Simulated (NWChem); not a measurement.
Molecule: CH7NOSi; SMILES C[Si@H](N)O

```xyz
11

C     -0.3401     1.6970    -0.1840
Si    -0.0904    -0.0791     0.3499
N      1.4877    -0.5421    -0.1860
O     -1.2229    -1.1265    -0.2888
H     -0.1721     1.8220    -1.2657
H      0.3477     2.3741     0.3480
H     -1.3678     2.0224     0.0394
H     -0.3250    -0.2090     1.8183
H      1.9128    -1.4091     0.1229
H      2.1930     0.1647    -0.3588
H     -1.0994    -1.3232    -1.2226
```
Atoms are numbered in this order, from 1.

Level: PBE0/def2-SVP (NWChem), optimised geometry, unscaled harmonic frequencies. 

Problem. List the harmonic frequencies with IR intensities, and the thermochemistry.

Solution. 
```json
[
 {"frequency (cm⁻¹)": "148", "IR intensity (km/mol)": "0.4"},
 {"frequency (cm⁻¹)": "179", "IR intensity (km/mol)": "16.3"},
 {"frequency (cm⁻¹)": "218", "IR intensity (km/mol)": "12.0"},
 {"frequency (cm⁻¹)": "228", "IR intensity (km/mol)": "33.2"},
 {"frequency (cm⁻¹)": "295", "IR intensity (km/mol)": "32.7"},
 {"frequency (cm⁻¹)": "353", "IR intensity (km/mol)": "89.2"},
 {"frequency (cm⁻¹)": "412", "IR intensity (km/mol)": "181.8"},
 {"frequency (cm⁻¹)": "644", "IR intensity (km/mol)": "4.9"},
 {"frequency (cm⁻¹)": "673", "IR intensity (km/mol)": "8.3"},
 {"frequency (cm⁻¹)": "740", "IR intensity (km/mol)": "25.4"},
 {"frequency (cm⁻¹)": "809", "IR intensity (km/mol)": "77.2"},
 {"frequency (cm⁻¹)": "820", "IR intensity (km/mol)": "9.9"},
 {"frequency (cm⁻¹)": "854", "IR intensity (km/mol)": "76.2"},
 {"frequency (cm⁻¹)": "907", "IR intensity (km/mol)": "24.5"},
 {"frequency (cm⁻¹)": "924", "IR intensity (km/mol)": "231.2"},
 {"frequency (cm⁻¹)": "957", "IR intensity (km/mol)": "321.1"},
 {"frequency (cm⁻¹)": "1266", "IR intensity (km/mol)": "45.7"},
 {"frequency (cm⁻¹)": "1429", "IR intensity (km/mol)": "4.0"},
 {"frequency (cm⁻¹)": "1431", "IR intensity (km/mol)": "4.5"},
 {"frequency (cm⁻¹)": "1544", "IR intensity (km/mol)": "59.1"},
 {"frequency (cm⁻¹)": "2235", "IR intensity (km/mol)": "180.0"},
 {"frequency (cm⁻¹)": "3055", "IR intensity (km/mol)": "1.8"},
 {"frequency (cm⁻¹)": "3156", "IR intensity (km/mol)": "5.3"},
 {"frequency (cm⁻¹)": "3166", "IR intensity (km/mol)": "3.1"},
 {"frequency (cm⁻¹)": "3615", "IR intensity (km/mol)": "27.2"},
 {"frequency (cm⁻¹)": "3715", "IR intensity (km/mol)": "30.4"},
 {"frequency (cm⁻¹)": "3922", "IR intensity (km/mol)": "75.4"}
]
```

```yaml
zero_point_energy: 53.9 kcal/mol
thermal correction to the enthalpy at 298.15 K (with zero-point energy): 58.8 kcal/mol
heat capacity Cv: 24.2 cal/(mol K)
entropy at 298.15 K and 1 atm (symmetry number 1): 78.7 cal/(mol K)
dipole_moment: 2.31 D
```

Rigid rotor and harmonic oscillator.
